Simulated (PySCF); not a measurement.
**How methods differ on the excitation energy of Co⁺**

Co⁺ [Ar] 3d8 (3F) → Co⁺ [Ar] 3d7 4s1, s spin flipped, as a difference of total energies. Calculation: PySCF 2.14, in aug-cc-pwCVTZ-DK with one added diffuse shell each of s, p, d, f, g type (11s10p8d5f4g, 152 functions); the spin-free X2C one-electron Hamiltonian (Gaussian nucleus). Correlated levels: valence: [Ar] frozen; valence and next inner shell: [Ne] frozen; nothing frozen. The calculations carry no spin-orbit coupling.

| method | excitation energy (cm⁻¹) |
| --- | --- |
| UHF | -7264.2 |
| LDA | 11741 |
| PBE | 10526 |
| PBE0 | 7411.6 |
| r2SCAN | 8071.0 |
| MP2 (valence) | 9410.1 |
| SCS-MP2 (valence) | 8742.8 |
| MP2 (valence and next inner shell) | 13512 |
| SCS-MP2 (valence and next inner shell) | 11932 |
| MP2 (all electrons) | 13624 |
| SCS-MP2 (all electrons) | 11974 |

The upper determinant mixes two multiplicities, so it lies between the two terms.
